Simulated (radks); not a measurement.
Question: These are the eigenvalues of the occupied orbitals of an atom or ion with whole-number occupations (Ry). Calculated with a radial shooting solver on a logarithmic mesh with Libxc functionals: scalar-relativistic Kohn-Sham, r2SCAN, spin-unpolarised, spherical densities, finite nucleus; meta-GGA in the generalised Kohn-Sham scheme; Fermi nuclear charge, rms radius of each element as measured or else 0.836 A^(1/3) + 0.57 fm.

orbital  eigenvalue
1s        -1174.215
2s        -159.7950
2p        -141.8180
3s        -25.08469
3p        -19.21778
3d         -9.56834
4s         -3.11481
4p         -1.73958
5s         -0.26314

Which element is it, and in what charge state? The configuration may be excited.

Answer: Z = 38, strontium, charge 0: Sr in [Kr] 5s2. The list shows which subshells hold electrons but not how many an open one holds; the 1s level, -587.11 hartree, gives Z - s = 34.3 by -(Z - s)^2/2, which with screening and relativity narrows Z to a few neighbours, and the depths of the outer levels then fix element, charge and occupations together.
